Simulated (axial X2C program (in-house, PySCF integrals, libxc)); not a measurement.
**The O pπ splitting in different molecules (EOM-IP-CCSD)**

Calculated with an in-house all-electron X2C program for linear molecules (integrals from PySCF): two-component X2C with atomic mean-field Coulomb and Gaunt terms, Dyall basis sets with cores contracted in-house.

The first pair of π-type roots with Ω = 1/2 and 3/2, reached by removing an electron from a closed-shell reference; vertical energies, inner shells frozen. Splitting means E(3/2) − E(1/2).

Basis sets: Al dyall-av3z, B dyall-av3z, Be dyall-cv3z, C dyall-v3z, Ca dyall-cv3z, Ga dyall-acv3z, Ge dyall-cv3z, In dyall-acv3z, O dyall-av3z, Si dyall-v3z, Tl dyall-acv3z. Correlated electrons in EOM-CCSD (inner shells frozen, about 90 virtual spinors): BeO 8, BO⁻ 10, CO 10, AlO⁻ 10, SiO 10, CaO 16, GaO⁻ 20, GeO 20, InO⁻ 20, TlO⁻ 20.

```csv
species,reference,R (Å),main character,"spinor gap ε(3/2) − ε(1/2), HF (cm⁻¹)"
BeO⁺,BeO,1.320,"73% O pπ, 18% Be pπ",230
BO,BO⁻,1.233,"72% O pπ, 18% B pπ",200
CO⁺,CO,1.124,"69% O pπ, 24% C pπ",190
AlO,AlO⁻,1.645,"80% O pπ, 10% Al pπ",220
SiO⁺,SiO,1.518,"77% O pπ, 14% Si pπ",180
CaO⁺,CaO,1.796,"80% O pπ, 13% Ca dπ",200
GaO,GaO⁻,1.706,"81% O pπ, 10% Ga pπ",60
GeO⁺,GeO,1.618,"80% O pπ, 13% Ge pπ",-200
InO,InO⁻,1.916,"84% O pπ, 8% In pπ",-510
TlO,TlO⁻,1.990,"87% O pπ, 6% Tl pπ",-2640
```

Q: Should these pairs be regular or inverted?

A: Inverted: a hole in a filled π shell puts Ω = 3/2 lowest, with the sign opposite to the spinor gap.

EOM-IP-CCSD gives:

```
species  IE Ω = 1/2 (eV)  IE Ω = 3/2 (eV)  splitting (cm⁻¹)  lowest root?
   BeO⁺            9.994            9.978              -123           yes
     BO            5.872            5.859              -111            no
    CO⁺           17.123           17.108              -115            no
    AlO            3.526            3.510              -132            no
   SiO⁺           12.025           12.008              -136            no
   CaO⁺            6.871            6.853              -142            no
    GaO            3.189            3.169              -159            no
   GeO⁺           11.287           11.251              -289            no
    InO            2.634            2.613              -166            no
    TlO            2.383            2.332              -408            no
```

A small p share on a heavy partner can supply much of the splitting, and mixing of Ω = 1/2 with σ states shifts it further.

States that need a further excitation are missing; levels can be off by some tenths of an eV, splittings by less.
